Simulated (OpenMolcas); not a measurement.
An OpenMolcas run meant for O2+ (ANO-RCC-VDZ, DKH4; inactive shells 1s 2s; intended active space 2 electrons in 3 orbitals (2p)). One step of its input:

```
&CASPT2
Multistate=3 1 2 3
Frozen=0 0
IPEA=3.0
Imaginary=0.1
MaxIter=60
WThr=0.0 0.3 0.05
PrWF=0.5
NoMix
```

The run finished. Its levels beside those of a sound run (SS-CASPT2, IPEA 0.25 Eh, imaginary shift 0.1 Eh (closed shells correlated: 1s 2s)), in cm⁻¹ above each run's lowest level:

```
      Level  This run  Usual run
2s² 2p² ³P₀       0.0        0.0
2s² 2p² ³P₁       105        105
2s² 2p² ³P₂       310        311
2s² 2p² ¹D₂     22411      22461
2s² 2p² ¹S₀     48045      44319
```

Task: Which setting is unsound, and how much does it matter here?

Result: The IPEA shift is far above its usual 0.25 hartree. Against the sound run the excited levels shown move by 940 cm-1 on average and by 3700 cm-1 at most.

CASPT2 does not keep the components of a term degenerate, so their means are used; among the terms shown or strongly mixed into the levels shown the widest spread is 720 cm-1 (2s² 2p² ¹D, this run). With the s shell closed, the reference lacks s² → p² mixing. Levels of configurations outside the active space are missing.
